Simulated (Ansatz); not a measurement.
Ideal-gas functions of C$_{2}$HCl$_{2}$FSi (`C#C[Si](F)(Cl)Cl`) at 500 K and 1 bar, from an Ansatz frequency run at PBE0-D4/def2-TZVP.

Molar mass 143.02 g/mol, point group Cs (symmetry number 1), electronic degeneracy 1, moments of inertia 278.578, 296.326, 406.726 u Å². Harmonic wavenumbers (cm⁻¹, unscaled): 105, 120, 181, 240, 271, 356, 361, 488, 639, 708, 748, 754, 940, 2180, 3464.

Use S(trans) = R[1.5 ln M + 2.5 ln T − 1.1517]; rotational temperatures θ = 24.2544 K / I; S(rot) = R[ln(√π/σ · √(T³/θAθBθC)) + 1.5]; for each mode x = 1.438777 ν̃/T, S = R[x/(eˣ − 1) − ln(1 − e⁻ˣ)] and H = RT x/(eˣ − 1); 1 cm⁻¹ = 0.0119627 kJ/mol; R = 8.31446 J/(mol·K).

Question: By hand: the entropy, in J/(mol·K).

Answer: Translation 181.5. Rotation: θ = 0.0871, 0.0819, 0.0596 K, giving 127.0. Vibration, mode by mode: 18.30, 17.20, 13.83, 11.56, 10.59, 8.47, 8.36, 6.14, 4.33, 3.70, 3.38, 3.33, 2.19, 0.11, 0.00, in all 111.5. Electronic 0.0. Sum 420.0 J/(mol·K).

Question: By hand: H − E and G − E in kJ/mol, counted from the electronic energy.

Answer: Zero-point energy ½ × 11555 × 0.0119627 = 69.1; thermal vibration 28.4; translation, rotation and pV give 4 RT = 16.6. H − E = 114.1 kJ/mol, and G − E = 114.1 − 500 × 420.0/1000 = -95.9 kJ/mol.

Vibration gives 27 % of the entropy, 35.5 J/(mol·K) of it from the modes under 150 cm⁻¹: soft modes count most, and the harmonic formula is weakest for them.
